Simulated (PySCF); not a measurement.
**Electron correlation in Cl²⁺ (chlorine, charge +2)**

[Ne] 3s2 3p3, high-spin 4S determinant. Computed with PySCF 2.14 in 6-31G* (4s3p1d, 18 functions), with no relativity, point nucleus. Frozen: [Ne]; 5 electrons correlated.

MP2 pair energies summed by pair of shells (mhartree):

| pair | energy | share (%) |
| --- | --- | --- |
| 3s-3p | -46.43 | 65.9 |
| 3p-3p | -16.84 | 23.9 |
| 3s-3s | -7.21 | 10.2 |

Total MP2 correlation energy: -70.48 mhartree.

Same-spin part -18.00 and opposite-spin part -52.48 mhartree; SCS-MP2 scales them by 1/3 and 6/5 to -68.98 mhartree.

| level | correlation energy (mhartree) |
| --- | --- |
| CCSD | -89.33 |
| (T) | -0.81 |
| CCSD(T) | -90.14 |

Diagnostics: T1 = 0.0027, D1 = 0.0069, largest double amplitude 0.058.

Cost of the coupled-cluster step: 0.06 s of wall time on 1 thread of Neoverse-V2 (shared host), for 5 correlated electrons.

Iterations:

```
CC2 = 0
CCSD nocc = (np.int64(4), np.int64(1)), nmo = (13, 13)
frozen orbitals [[0, 1, 2, 3, 4], [0, 1, 2, 3, 4]]
max_cycle = 100
direct = 0
conv_tol = 1e-08
conv_tol_normt = 1e-06
diis_space = 8
diis_start_cycle = 0
Init t2, MP2 energy = -0.0704829727934898
Init E_corr(UCCSD) = -0.0704829727937239
cycle = 1  E_corr(UCCSD) = -0.0851499670129623  dE = -0.0146669942  norm(t1,t2) = 0.0357191
cycle = 2  E_corr(UCCSD) = -0.0882652480941687  dE = -0.00311528108  norm(t1,t2) = 0.00953482
cycle = 3  E_corr(UCCSD) = -0.0893477007008971  dE = -0.00108245261  norm(t1,t2) = 0.00301916
cycle = 4  E_corr(UCCSD) = -0.0893291047155922  dE = 1.85959853e-05  norm(t1,t2) = 0.000256994
cycle = 5  E_corr(UCCSD) = -0.0893298859198172  dE = -7.81204225e-07  norm(t1,t2) = 2.22261e-05
cycle = 6  E_corr(UCCSD) = -0.0893295211650227  dE = 3.64754794e-07  norm(t1,t2) = 4.87082e-06
cycle = 7  E_corr(UCCSD) = -0.089329682463504  dE = -1.61298481e-07  norm(t1,t2) = 4.27609e-07
cycle = 8  E_corr(UCCSD) = -0.0893296673119667  dE = 1.51515373e-08  norm(t1,t2) = 6.82487e-08
cycle = 9  E_corr(UCCSD) = -0.0893296630054914  dE = 4.30647526e-09  norm(t1,t2) = 3.15661e-08
UCCSD converged
E(UCCSD) = -458.2761127866163  E_corr = -0.0893296630054914
UCCSD(T) correction = -0.000805196311990766
```
